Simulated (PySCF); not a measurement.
A structure optimised at PBE0-D3(BJ)/def2-SVP, used in a PySCF frequency run:

```
C
H 1 1.1002
H 1 1.1012 2 108.86
H 1 1.1029 2 107.64 3 -115.82
Al 1 1.9283 2 112.01 4 -120.78
F 5 1.6620 1 121.03 2 -160.92
Cl 5 2.0946 6 115.47 1 179.27
```

Question: Write its SMILES and formula.

Answer: [CH3][Al]([F])[Cl], CH₃AlClF

Question: What are its rotational constants (standard atomic weights)?

Answer: 5.8269, 3.0290, 2.0181 GHz
